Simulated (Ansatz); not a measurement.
Basis-set extrapolation for C8H16O, SMILES `CC(=O)C(C)(C)C(C)C` (PBE0-D4/def2-TZVP geometry, frozen core, Ansatz). Multiplicity 1, RHF reference.

```
                      def2-TZVPP   def2-QZVPP
                 HF  -387.270919  -387.288681
    MP2 correlation    -1.627256    -1.731398
CCSD(T) correlation    -1.774943      not run
```

Energies in hartree. Use E(X) = E(∞) + A·exp(−7.88·√X) for Hartree–Fock and E(X) = E(∞) + B·X^(−2.97) for correlation, with X = 3 and 4, and add CCSD(T) minus MP2 of the smaller set to the MP2 limit.

Q: What is the CCSD(T) energy at the basis-set limit?

A: HF limit: -387.288681 + (-0.017762) × 0.13774 = -387.29113. MP2 limit: -1.731398 + (-0.104142) × 0.74074 = -1.80854. Higher-order term: -1.774943 − (-1.627256) = -0.14769. Total: -389.24736 hartree, 5.48 eV below CCSD(T)/def2-TZVPP.
